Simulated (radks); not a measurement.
Results of a calculation; reference values are marked as such.
Q: Neutral scandium: order these configurations by energy. Level of theory: Dirac Kohn-Sham, BLYP, spin-unpolarised, spherical densities, finite nucleus; Fermi nuclear charge, rms radius of each element as measured or else 0.836 A^(1/3) + 0.57 fm (a radial shooting solver on a logarithmic mesh with Libxc functionals). Sub-shells are occupied by j as written (lower j first in brackets). [Ar] 3d(3/2: 1, 5/2: 0) 4s1 4p(1/2: 1, 3/2: 0); [Ar] 3d(3/2: 1, 5/2: 0) 4s2; [Ar] 3d(3/2: 2, 5/2: 0) 4s1; [Ar] 4s2 4p(1/2: 1, 3/2: 0).

A: From the lowest, in eV above it: [Ar] 3d(3/2: 1, 5/2: 0) 4s2 0.000; [Ar] 3d(3/2: 2, 5/2: 0) 4s1 1.659; [Ar] 3d(3/2: 1, 5/2: 0) 4s1 4p(1/2: 1, 3/2: 0) 2.796; [Ar] 4s2 4p(1/2: 1, 3/2: 0) 3.524.
